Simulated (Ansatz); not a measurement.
Born–Oppenheimer molecular dynamics of CH6Ge (8 atoms, charge 0, multiplicity 1). It starts at the highest image of a converged band. Of that band: Neighbouring images differ by up to 1.3 eV, so the band resolves the path poorly. A vibrational analysis at the climbing image gives one clearly imaginary mode, 1169i cm⁻¹: a first-order saddle point.

Theory: RKS B3LYP/def2-SVP in Ansatz 0.2.0.

* ensemble: NVE (velocity Verlet)
* time step: 0.5 fs
* steps asked: 200
* starting velocities drawn for: 300 K
* seed: 3969

First frame:

```xyz
8
Properties=species:S:1:pos:R:3
Ge 0.276 0.024 -0.479
C 1.055 0.001 1.756
H 0.090 -0.160 2.247
H 1.744 -0.826 1.964
H 1.485 0.972 2.031
H 1.666 0.093 0.207
H -0.642 1.201 -0.067
H -0.461 -1.305 -0.177
```

**Question.** How far do the bonds stretch over the last three quarters of this one trajectory? (Pairs bonded in most of those frames.)

**Answer.** 
```csv
bond,mean (Å),spread (Å),shortest,longest
Ge1–C2,2.141,0.236,1.76,2.45
Ge1–H6,1.587,0.073,1.46,1.75
Ge1–H7,1.581,0.037,1.48,1.65
Ge1–H8,1.582,0.062,1.45,1.69
C2–H3,1.102,0.010,1.08,1.12
C2–H4,1.104,0.036,1.05,1.17
C2–H5,1.104,0.031,1.05,1.16
```

Mean temperature of the second half: 1693 K. The conserved energy stayed within 0.34 meV per atom of its start (net change 0.025 meV per atom), so the integration is sound. The kinetic energy rose, since the run started high on the potential surface and went downhill. A run of 0.1 ps of so small a system gives no equilibrium averages. The orbitals stay closed-shell, which can raise the energy where a bond breaks towards radicals; this wasn't checked here.

Run time: 6 min on 1 thread of Arm Neoverse V2, on a shared host, peak memory 0.14 GiB.
